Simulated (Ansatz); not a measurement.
Consider the hydrogenolysis of the Al–O bond: `[NH2][Al]([NH2])[OH]` + H₂ → `[NH2][AlH][NH2]` + H₂O.

Gas-phase electronic energies from Ansatz, PBE0-D4/def2-TZVP geometries. CBS: def2 TZ/QZ extrapolation, frozen cores. Functionals use def2-TZVPP. Each species was taken in one conformer, which may not be the lowest.

`[NH2][Al]([NH2])[OH]`:

Z-matrix (Å, degrees):
```
N
Al 1 1.763
H 1 1.005 2 125.9
H 1 1.006 2 123.6 3 179.9
N 2 1.768 1 121.3 3 0.1
O 2 1.698 1 116.6 3 -179.9
H 5 1.006 2 124.8 1 0.1
H 5 1.006 2 125.2 1 -179.9
H 6 0.954 2 124.5 1 -179.8
```

H₂:

Cartesian coordinates in Å:
```
H 0.319 -0.186 -0.054
H -0.319 0.186 0.054
```

`[NH2][AlH][NH2]`:

Cartesian coordinates in Å:
```
N 1.229 0.706 -0.652
Al -0.285 -0.194 -0.489
N -0.962 -0.525 1.111
H 1.789 1.076 0.098
H 1.655 0.920 -1.539
H -1.038 -0.704 -1.781
H -0.569 -0.248 1.996
H -1.819 -1.032 1.258
```

H₂O:

Z-matrix (Å, degrees):
```
O
H 1 0.960
H 1 0.960 2 105.1
```

**Question.** Is it downhill or uphill in electronic energy at CCSD(T)/CBS, and by how much? (Estimate.)

**Answer.** Ansatz gave: Uphill: ΔE = +26.6 kcal/mol.

**Question.** What do these levels give: revPBE-D4, revPBE, r2SCANh, r2SCAN0, LC-ωPBE, HF/def2-SVP, MP2/def2-SVP, CCSD/def2-SVP, MP2/def2-QZVPP, SCS-MP2/def2-QZVPP, CCSD/def2-QZVPP, MP2/CBS(def2)? (An estimate is asked.)

**Answer.** Computed: revPBE-D4 25.0, revPBE 23.3, r2SCANh 26.9, r2SCAN0 26.5, LC-ωPBE 24.9, HF/def2-SVP 22.4, MP2/def2-SVP 25.9, CCSD/def2-SVP 23.7, MP2/def2-QZVPP 27.8, SCS-MP2/def2-QZVPP 27.1, CCSD/def2-QZVPP 26.0, MP2/CBS(def2) 27.9 kcal/mol.

**Question.** What do rigid-rotor, harmonic-oscillator terms from PBE0-D4/def2-TZVP frequencies (298.15 K, 1 bar) make of the CCSD(T)/CBS value? (An estimate is asked.)

**Answer.** The calculation gave: ΔZPE = +3.0 kcal/mol, ΔH = +28.9 kcal/mol, ΔS = 14 J/(mol·K), ΔG = +27.9 kcal/mol.

Largest T1 diagnostic among the species: 0.010.

From r2SCAN to r2SCAN0 (25 % exact exchange), in def2-TZVPP and without D4, ΔE moves by −0.7 kcal/mol. At CCSD(T), def2-SVP lies −2.7 kcal/mol from the extrapolated value and def2-TZVPP −0.6 kcal/mol. Leaving LDA and LC-ωPBE aside and taking each functional with its dispersion term where it has one, the values, not all of them listed here, spread over 4.0 kcal/mol, from B97M-V to r2SCAN-D4.
